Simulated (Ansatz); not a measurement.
C₂H₁₁InOSi (`[CH3][InH-]([CH3])[OH+][SiH3]`), charge 0, multiplicity 1.

Give a relaxed structure at PBE0-D4/def2-TZVP (the Gaussian-basis code of Ansatz). (An estimate is asked.)

Computed: 
Cartesian coordinates in Å:
```
C -1.103 1.333 1.842
In -0.368 1.317 -0.191
C -1.299 0.030 -1.668
O 1.565 -0.189 0.173
Si 1.569 -1.851 -0.008
H -1.477 0.348 2.127
H -1.923 2.047 1.945
H -0.314 1.625 2.537
H 0.737 2.557 -0.730
H -2.134 0.551 -2.143
H -1.692 -0.881 -1.212
H -0.592 -0.244 -2.454
H 2.354 0.298 -0.078
H 1.692 -2.220 -1.439
H 0.276 -2.297 0.550
H 2.709 -2.425 0.749
```
This is one stationary point; other conformers may exist.
